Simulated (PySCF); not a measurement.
Vertical excitation energies

Compound: C4H5ClF2O2.
InChI=1S/C4H5ClF2O2/c5-4(7)1-8-2-9-3(4)6/h3H,1-2H2/t3-,4+/m1/s1

Computed with TDDFT CAM-B3LYP/def2-SVPD, vertical, gas phase, core orbitals frozen in the response (PySCF). The structure is a single PBE0-D3(BJ)/def2-SVP conformer in the gas phase; no vibrational or solvent corrections.

**Question.** What does the calculation give for the low-lying excited states?

**Answer.** 

```
state  E (eV)  E (hartree)       f  |μ| (D)  main configurations (H = HOMO, L = LUMO)
   S1    7.33       0.2692  0.0008     0.16                    H→L (67%), H-2→L (15%)
   S2    7.68       0.2824  0.0007     0.15      H-1→L (42%), H-3→L (34%), H-2→L (9%)
   S3    8.12       0.2984   0.012     0.62                               H→L+1 (69%)
   S4    8.25       0.3033  0.0057     0.43       H-2→L (52%), H→L (15%), H-3→L (11%)
   S5    8.58       0.3153   0.019     0.76   H-1→L+1 (32%), H-1→L (28%), H-3→L (20%)
   S6    8.73       0.3210   0.038     1.07   H-1→L+1 (36%), H-3→L (18%), H-1→L (12%)
   S7    8.77       0.3221   0.024     0.85     H→L+5 (23%), H→L+3 (21%), H→L+4 (20%)
   S8    8.93       0.3281   0.026     0.87                  H→L+2 (49%), H→L+4 (11%)
   S9    9.08       0.3337   0.035     1.00                  H→L+3 (45%), H→L+4 (33%)
  S10    9.20       0.3380   0.052     1.22              H-1→L+2 (36%), H-3→L+1 (24%)
```

Triplets, Tamm–Dancoff:

| state | E (eV) | λ (nm) | main configurations (H = HOMO, L = LUMO) |
| --- | --- | --- | --- |
| T1 | 6.68 | 185.5 | H→L (48%), H-2→L (25%) |
| T2 | 6.93 | 178.8 | H-3→L (37%), H-1→L (29%), H-2→L (14%) |
| T3 | 7.85 | 157.9 | H-2→L (32%), H→L (32%), H-3→L (10%) |
| T4 | 7.91 | 156.7 | H→L+1 (43%), H→L+5 (12%) |

The lowest singlet lies at 7.33 eV (169 nm, vacuum ultraviolet) and is very weak; its leading configuration is HOMO→LUMO (67%). The most intense listed level is S10 at 9.20 eV (135 nm, f = 0.052), 1.87 eV above S1. It is the last of those listed, so stronger ones may follow. Löwdin shares by element: HOMO oxygen 44%, chlorine 15%, carbon 10% or more (atoms not listed hold the other 30%); LUMO chlorine 56%, carbon 25% or more, fluorine 4% or more (atoms not listed hold the other 15%). Weighted by f, the mean energy of these states is 8.86 eV. The listed states span 1.87 eV, and the widest gap between neighbours is 0.43 eV (S2 to S3). Orbital energies (eV): HOMO-3 -11.02, HOMO-2 -10.99, HOMO-1 -10.43, HOMO -9.94, LUMO 1.05, LUMO+1 1.16, LUMO+2 1.78. All these states lie below the vertical ionisation energy of 10.77 eV (ΔSCF). Only the lowest 10 singlets were computed, as vertical energies without vibronic structure.

The run took 5.6 min wall on an Arm Neoverse V1 with one thread (shared host).
